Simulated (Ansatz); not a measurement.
Ansatz (a first-principles code) input:

Ansatz 0.2 input:
```yaml
crystal:
  periodic: [false, false, false]
  atoms:
    - {symbol: Ta, position_ang: [0.12825472, -0.15503597, 0.18221722]}
    - {symbol: O, position_ang: [-0.45903064, -1.45647767, -0.77966176]}
    - {symbol: O, position_ang: [0.25772015, 1.46155610, -0.85116494]}
    - {symbol: O, position_ang: [-0.96901379, 1.40962477, -0.03190546]}
basis:
  gaussian:
    orbitals: def2-TZVP
hamiltonian:
  xc: b3lyp
  dispersion: d3bj
magnetization: {spin_polarized: true, initial_magnetization: 1}
phonons: {temperatures: {t_min: 298.15, t_max: 298.15, t_step: 100}}
```

Task: What final total energy does it print?

Result: -282.77693 Eh (B3LYP-D3(BJ)/def2-TZVP). The basis has 133 functions.

The spin state was set by rule; other spins were not relaxed.
